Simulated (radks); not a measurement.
Values are calculated unless marked as measured or tabulated.
The praseodymium ion Pr6+, configuration [Kr] 4d10 4f1 5s2 5p4. Level of theory: non-relativistic Kohn-Sham, SCAN, spin-polarised, spherical densities, point nucleus; open shells are filled with parallel spins first (spin-orbit coupling, left out, can overturn this in heavy ions); meta-GGA in the generalised Kohn-Sham scheme; relativity is left out, which matters for an element this heavy (a radial shooting solver on a logarithmic mesh with Libxc functionals).

Unscreened Slater integrals over Kohn-Sham orbitals (cm^-1). They are taken over the spin-up orbitals.

| integral | value |
|---|---|
| F0(4f,4f) | 231560 |
| F2(4f,4f) | 112900 |
| F4(4f,4f) | 71415 |
| F6(4f,4f) | 51545 |
| F0(4f,5p) | 151270 |
| F2(4f,5p) | 54257 |
| G2(4f,5p) | 25222 |
| G4(4f,5p) | 20573 |
| F0(4f,5s) | 159860 |
| G3(4f,5s) | 26890 |
| F0(4f,4d) | 251200 |
| F2(4f,4d) | 122910 |
| F4(4f,4d) | 79022 |
| G1(4f,4d) | 145080 |
| G3(4f,4d) | 91667 |
| G5(4f,4d) | 64982 |
| F0(5p,5p) | 127000 |
| F2(5p,5p) | 69591 |
| F0(5p,5s) | 131300 |
| G1(5p,5s) | 91272 |
| F0(5p,4d) | 156440 |
| F2(5p,4d) | 47639 |
| G1(5p,4d) | 13530 |
| G3(5p,4d) | 13458 |
| F0(5s,5s) | 136260 |
| F0(5s,4d) | 165880 |
| G2(5s,4d) | 16851 |
| F0(4d,4d) | 277270 |
| F2(4d,4d) | 141750 |
| F4(4d,4d) | 95055 |

Derived for the open shells (J is the average intra-shell exchange parameter used in DFT+U). 4f: F4/F2 = 0.633, F6/F2 = 0.457, J = (286 F2 + 195 F4 + 250 F6)/6435 = 9184 cm^-1. 5p: J = F2/5 = 13920 cm^-1.
